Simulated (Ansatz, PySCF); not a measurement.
Noncovalent pair: PH3 (SMILES P) (first 4 atoms) with AsH3 (SMILES [AsH3]); geometry from B3LYP-D3(BJ)/def2-TZVP, rigid monomers moved along the line of their centres of mass till P1···As5 is 4.19 Å.
(charge 0, multiplicity 1):
```xyz
8

P     -0.552     0.177     0.274
H      0.716    -0.456     0.256
H     -1.264    -1.048     0.245
H     -0.594     0.343    -1.135
As    -0.440    -0.292     4.434
H     -1.804     0.385     4.472
H      0.294     1.041     4.492
H     -0.405    -0.453     5.952
```

Monomers are frozen at their geometry in the pair; levels with a basis set take the counterpoise correction.

Correlated levels freeze the cores. Filled d and f shells under p-block atoms count as core. CBS(a, b) extrapolates the correlation energy as X⁻³ and adds the Hartree–Fock energy of set b.

Run with Ansatz (a program for electronic structure) with Gaussian orbitals; PySCF for the dispersion terms. Values without a source in brackets are computed.

PBE/def2-TZVPPD gives -0.60 kcal/mol for the interaction energy.

Problem. How do the other levels lie against it? Give each less PBE: PBE-D3(BJ)/def2-TZVPPD, r2SCAN/def2-TZVPPD, B3LYP/def2-TZVPPD, wB97M-V/def2-TZVPPD, MP2/CBS(def2-SVPD, def2-TZVPPD), CCSD(T)/CBS(def2-SVPD, def2-TZVPPD).

Solution. PBE-D3(BJ)/def2-TZVPPD -0.68; r2SCAN/def2-TZVPPD -0.07; B3LYP/def2-TZVPPD 0.55; wB97M-V/def2-TZVPPD -0.36; MP2/CBS(def2-SVPD, def2-TZVPPD) -0.42; CCSD(T)/CBS(def2-SVPD, def2-TZVPPD) -0.29 kcal/mol. 1 of 6 lie above PBE; the widest gap is to PBE-D3(BJ)/def2-TZVPPD.
